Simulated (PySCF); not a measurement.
SMILES [Cl][GeH]([Cl])[CH]=C (C2H4Cl2Ge), PBE0/def2-SVP optimised geometry.

```
9

Ge     0.19     0.13     0.00
Cl    -0.47    -0.76    -1.85
Cl    -0.43     2.20     0.00
C     -0.67    -0.78     1.46
C     -1.50    -1.82     1.27
H      1.72     0.13     0.00
H     -0.47    -0.41     2.47
H     -1.98    -2.32     2.11
H     -1.72    -2.20     0.27
```

Density from PBE0/def2-TZVP (PySCF) at that geometry.

Minimum of the electron density along straight lines between bonded atoms, close to the bond critical point (lines longer than 1.1 times the sum of covalent radii, or with two minima, are not listed):

```tsv
bond	length / Å	ρ at the minimum / e bohr⁻³	∇²ρ there / e bohr⁻⁵	position (fraction from the first atom)
Ge1–Cl2	2.159	0.104	0.17	0.43
Ge1–Cl3	2.159	0.104	0.17	0.43
Ge1–C4	1.924	0.137	___	0.47
C4–C5	1.335	___	-1.05	0.50
Ge1–H6	1.532	0.138	___	0.59
C4–H7	1.097	0.275	-0.94	0.65
C5–H8	1.095	0.278	-0.98	0.65
C5–H9	1.095	0.280	-0.99	0.65
```

Problem. Some entries are withheld; supply them.

Solution. 
- Ge1–C4, ∇²ρ there / e bohr⁻⁵: 0.09
- C4–C5, ρ at the minimum / e bohr⁻³: 0.348
- Ge1–H6, ∇²ρ there / e bohr⁻⁵: 0.03
